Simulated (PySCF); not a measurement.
LaSi: from constants to spectrum

M06-2X constants of LaSi, quartet, about 0.0 electrons in the 4f shell (Mulliken) (PySCF, scalar-relativistic core potentials, basis sets La def2-TZVPP with ECP46, Si def2-TZVPP; masses 138.9063 and 27.9769 u):

| Quantity | Value |
| --- | --- |
| ωe | 349.1 cm⁻¹ |
| ωexe | 1.66 cm⁻¹ |
| Be | 0.10704 cm⁻¹ |
| αe | 0.000436 cm⁻¹ |

Q: What force constant and bond length do these constants imply?

A: Reduced mass μred = 23.287 u; k = 5.8918×10⁻⁷·μred·ωe² (u, cm⁻¹, mdyn/Å) = 1.67 mdyn/Å; Re = √(16.8576/(μred·Be)) (u, cm⁻¹, Å) = 2.601 Å.

Q: Estimate the centrifugal constant D from the Kratzer relation and find the Dunham coefficient a1.

A: D = 4Be³/ωe² = 4.03e-08 cm⁻¹; a1 = −1 − αeωe/(6Be²) = -3.21.

Spin–orbit coupling is left out, which matters for elements this heavy, above all for dissociation energies. With d or f electrons several states lie close, and the lowest PBE0 determinant need not be the measured ground state.
